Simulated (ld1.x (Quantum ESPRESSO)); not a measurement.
# Configuration tests for Te (TM)

* Element: tellurium (Te)
* Generator: ld1.x (Quantum ESPRESSO) 7.5
* Type: norm-conserving Troullier–Martins (Kleinman–Bylander form)
* Functional: PBEsol
* Relativity: scalar-relativistic
* Frozen core: [Kr] 4d10
* Valence charge: 6
* Reference configuration: 5s2 5p4
* Partial waves: 5s (bound): rc 2.00 bohr; 5p (bound): rc 2.98 bohr; 5d channel at -0.1 Ry: rc 2.92 bohr
* Local potential: all-electron potential smoothed inside 1.56 bohr (lloc = -1)
* Core correction: none

Energies are relative to the spin-unpolarised reference configuration 5s2 5p4; without spin polarisation the order of configurations can differ from experiment.

```
valence configuration  charge  ΔE all-electron (eV)  error AE − PS (meV)
              5s2 5p3      +1                 9.753                 +1.2
              5s2 5p1      +3                54.678                  -62
              5s1 5p4      +1                19.626                  +49
              5s2 5p0      +4                91.201                 -298
            5s2 5p3.5    +0.5                 3.907                  0.0
```

Task: What are ΔE and the potential's error for 5s2 5p4.3?

Result: ΔE = -1.472 eV all-electron; the error (AE − PS) is +0.7 meV.

Task: What are ΔE and the potential's error for 5s2 5p2?

Result: ΔE = 27.722 eV all-electron; the error (AE − PS) is -2.7 meV.

Levels in the configuration 5s1 5p4:

| level | all-electron (eV) | pseudo (eV) |
| --- | --- | --- |
| 5s | -24.288 | -24.160 |
| 5p | -14.333 | -14.282 |

ld1.x printed “convergence not achieved” for 7 of the counted tests; their residual had stalled under 1e-8, short of the target of 1e-14.

Note: ghost state, extra bound levels that the all-electron valence spectrum of the same l lacks: s at -64.7 eV. A true bound ghost makes a file unfit for plane-wave use.
